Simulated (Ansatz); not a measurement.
In(PF3)Br3 (InPBr3F3). Total charge 0; singlet. Geometry B3LYP-D4/def2-SVP.

```xyz
8

In    1.2513   -0.7101   -0.8768
P    -0.9091    0.5184    0.6402
F    -0.5786    1.8038    1.5059
F    -1.6473   -0.3569    1.7357
F    -2.1656    1.0544   -0.1631
Br   -0.2333   -2.4981   -1.7792
Br    2.6228   -1.1633    1.1546
Br    1.6600    1.3517   -2.2173
```

In the def2 sets In takes a core potential, while STO-3G treats all electrons; there is no spin–orbit coupling.

Q: Estimate the orbital energies around the gap (eV) in Ansatz with HF/STO-3G, PBE-D4/def2-TZVPD, r2SCANh-D4/def2-TZVP, PBE0-D4/def2-TZVP, CAM-B3LYP-D4/def2-TZVP.

A: 
| orbital | HF/STO-3G | PBE-D4/def2-TZVPD | r2SCANh-D4/def2-TZVP | PBE0-D4/def2-TZVP | CAM-B3LYP-D4/def2-TZVP |
| --- | --- | --- | --- | --- | --- |
| HOMO−13 | -15.11 | -12.75 | -14.14 | -14.94 | -16.55 |
| HOMO−12 | -14.57 | -11.82 | -13.18 | -13.97 | -15.54 |
| HOMO−11 | -13.95 | -11.82 | -13.18 | -13.96 | -15.54 |
| HOMO−10 | -13.95 | -11.47 | -12.79 | -13.57 | -15.13 |
| HOMO−9 | -12.41 | -11.42 | -12.32 | -12.90 | -14.42 |
| HOMO−8 | -10.42 | -9.36 | -10.22 | -10.76 | -12.18 |
| HOMO−7 | -9.77 | -8.88 | -9.65 | -10.09 | -11.36 |
| HOMO−6 | -9.77 | -8.87 | -9.65 | -10.08 | -11.36 |
| HOMO−5 | -8.61 | -7.64 | -8.43 | -8.91 | -10.26 |
| HOMO−4 | -8.35 | -7.55 | -8.35 | -8.83 | -10.17 |
| HOMO−3 | -8.35 | -7.55 | -8.35 | -8.83 | -10.17 |
| HOMO−2 | -8.30 | -7.49 | -8.28 | -8.75 | -10.06 |
| HOMO−1 | -8.11 | -7.49 | -8.28 | -8.75 | -10.06 |
| HOMO | -8.10 | -7.33 | -8.13 | -8.61 | -9.94 |
| LUMO | 5.67 | -3.82 | -3.34 | -2.99 | -2.09 |
| LUMO+1 | 6.17 | -2.56 | -2.02 | -1.64 | -0.54 |
| LUMO+2 | 8.95 | -2.56 | -2.02 | -1.63 | -0.54 |
| LUMO+3 | 8.96 | -2.07 | -1.43 | -1.20 | -0.28 |
| LUMO+4 | 11.02 | -0.50 | 0.79 | 0.89 | 1.73 |
| LUMO+5 | 11.04 | -0.16 | 0.80 | 0.90 | 1.74 |
